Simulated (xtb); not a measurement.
C₃H₉O₂, charge +1, singlet, at a GFN2-xTB geometry. Base run: GFN2-xTB (xtb).

Geometry (Å):
```xyz
14

C      0.8810    -1.3136     1.0844
C      0.4782    -0.4331    -0.0735
O      0.8905     0.9682     0.2011
C     -1.0405    -0.3042    -0.2717
O     -1.2088     0.9428    -0.9385
H      0.4724    -0.9319     2.0160
H      1.9622    -1.3708     1.1719
H      0.5004    -2.3179     0.9249
H      0.9501    -0.7525    -1.0066
H      1.7550     1.1869    -0.1910
H      0.1048     1.4517    -0.2786
H     -1.5502    -0.2977     0.6975
H     -1.4198    -1.1319    -0.8745
H     -2.1406     1.1813    -0.9965
```
Charge +1, spin multiplicity 1.
All else is at xtb's defaults.
Base energy -18.67534 Eh.

The base run was repeated with changes; each row names its change, and settings that it needs were set with it.

```tsv
change	ΔE vs base (mEh)	HOMO-LUMO gap (eV)	G_solv (kcal/mol)	SCF cycles
base	0.000	8.86	-	10
acc = 0.0001	0.000	8.86	-	16
gbsa = chcl3	-78.861	9.16	-50.01	10
acc = 0.1	0.000	8.86	-	12
acc = 30	0.000	8.87	-	7
etemp = 3000	0.000	8.86	-	10
gbsa = acetonitrile	-102.4	9.13	-65.62	10
```

ALPB and GBSA are two models with their own fitted parameters for each solvent, which aren't always the measured dielectric constant.
